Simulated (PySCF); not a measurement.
**Input and output**

[BiBr2]+ (singlet). PySCF 2.14.0, RKS PBE0, Bi def2-SVP with ECP60, Br def2-SVP; non-relativistic Hamiltonian with scalar-relativistic core potentials where named; density fitting; no spin-orbit coupling. Purpose: singlet excitations, Tamm-Dancoff PBE0.

```python
mol = gto.M(atom='''
Bi     0.00087     0.96830    -0.00000
Br    -0.00058    -0.63974     1.98211
Br    -0.00058    -0.63974    -1.98211''',
    basis={'Bi': 'def2-SVP', 'Br': 'def2-SVP'},
    ecp={'Bi': 'def2-SVP'},
    charge=1, spin=0)
mf = dft.RKS(mol, xc='PBE0')
mf.grids.atom_grid = (50, 194)
mf = mf.density_fit()  # fitting sets: Bi def2-universal-JKFIT, Br def2-universal-JKFIT
mf.conv_tol = 1e-08; mf.max_cycle = 55
mf.kernel(dm0)  # dm0: converged density of the relaxed state
td = mf.TDA(); td.nstates = 8; td.kernel()
```

Run from Python with OMP_NUM_THREADS=2; the lines above give its settings. Where DIIS fails, smearing, a level shift and second-order steps follow.
It took 16 s on 2 threads of Arm Neoverse V1 (shared host), from an already converged density.

(1) Where do the frontier levels lie, over both spins?

(2) What does the SCF print?

(3) What are the Mulliken charges and spins?

(4) Which singlet excitations follow (Tamm-Dancoff, 8 states)?

The geometry was relaxed with PBE (Bi def2-SVP with ECP60, Br def2-SVP).

Results:

(1) HOMO -13.63 eV, LUMO -9.96 eV. 

(2) 
```
init E= -5361.50950720985
cycle= 1 E= -5361.51134021109  delta_E= -0.00183  |g|= 0.0872  |ddm|= 0.244
cycle= 2 E= -5361.50645296003  delta_E= 0.00489  |g|= 0.146  |ddm|= 0.279
cycle= 3 E= -5361.51273799738  delta_E= -0.00629  |g|= 0.0201  |ddm|= 0.218
cycle= 4 E= -5361.51290265818  delta_E= -0.000165  |g|= 0.000909  |ddm|= 0.032
cycle= 5 E= -5361.51290306557  delta_E= -4.07e-07  |g|= 0.000382  |ddm|= 0.00266
cycle= 6 E= -5361.51290311083  delta_E= -4.53e-08  |g|= 0.000106  |ddm|= 0.000564
cycle= 7 E= -5361.51290311602  delta_E= -5.19e-09  |g|= 1.89e-05  |ddm|= 0.000227
Extra cycle  E= -5361.51290311602  delta_E= 9.09e-12  |g|= 2.09e-05  |ddm|= 5.2e-05
converged SCF energy = -5361.51290311602
```

(3) 
| atom | charge (e) | spin (e) |
| --- | --- | --- |
| Bi1 | 1.092 | 0.000 |
| Br2 | -0.046 | 0.000 |
| Br3 | -0.046 | 0.000 |

(4) 
```tsv
state	eV	oscillator strength
1	2.37	0.0000
2	2.56	0.0009
3	3.29	0.0555
4	3.94	0.0039
5	4.06	0.0208
6	4.65	0.0000
7	4.78	0.0128
8	4.81	0.0000
```
Functionals without range separation put charge-transfer states too low; the basis has no diffuse functions.
